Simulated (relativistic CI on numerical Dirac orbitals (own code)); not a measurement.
**Nd3+: 3d photoemission**

Computed with this model: Dirac-Coulomb-Breit CI, KLI orbitals optimised for each configuration, model QED (radiative potential, 1s self-energy scaled to tabulated hydrogen-like ionisation energies), valence Slater integrals scaled by 0.9, multiplet model of photoemission in the sudden approximation; configurations [Xe] 4f3 → [Ar] 3d9 4s2 4p6 4d10 4f3 5s2 5p6; 300 K; Lorentzian 0.9 eV and Gaussian 0.7 eV FWHM. Energies are those of the free ion, without screening or charge transfer. The energies are binding energies and can lie tens of eV above those of solids. S is read from ⟨S²⟩ = S(S + 1).

free ion: ground-state S = 1.48, centroid 1026.12 eV. Peaks (eV, height): 1016.6 (100), 1038.3 (37), 1039.4 (37), 1044.0 (13).

Strongest unbroadened transitions for free ion:

```
Energy (eV)  Relative strength
    1015.90               46.9
    1015.93               39.0
    1015.95               41.3
    1016.11               24.7
    1016.38               13.0
    1016.60              100.0
    1016.80               17.8
    1016.91               44.1
    1016.95               71.2
    1017.01                9.8
    1017.47               20.1
    1038.15               94.2
    1039.43               46.8
    1039.50               18.2
    1040.09               12.8
    1040.36               20.6
    1043.51                9.3
    1044.03               12.3
```
